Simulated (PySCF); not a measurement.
Level of theory: r2SCAN-D4/def2-TZVP (PySCF). All species are isolated molecules in the gas phase. Delta-SCF ions had no search for a lower state. 

Reference species (SMILES): `Br[SiH](Br)Br` (neutral, multiplicity 1).

| Item | Value |
|---|---|
| LUMO | -1.71 eV |
| S1 oscillator strength | 0.000 |
| vertical ionisation energy (Delta-SCF) | 10.29 eV |
| HOMO | -7.67 eV |

After one change: the LUMO decreases by 0.61 eV; the S1 oscillator strength hardly moves; the vertical ionisation energy (Delta-SCF) falls by 0.09 eV; the HOMO falls by 0.10 eV.

Task: Which change was made? The new species is one of these.
(A) `Br[SiH2]Br`
(B) `[SiH3]Br`
(C) `Br[Si](Br)(Br)Br`

Result: C, `Br[Si](Br)(Br)Br`
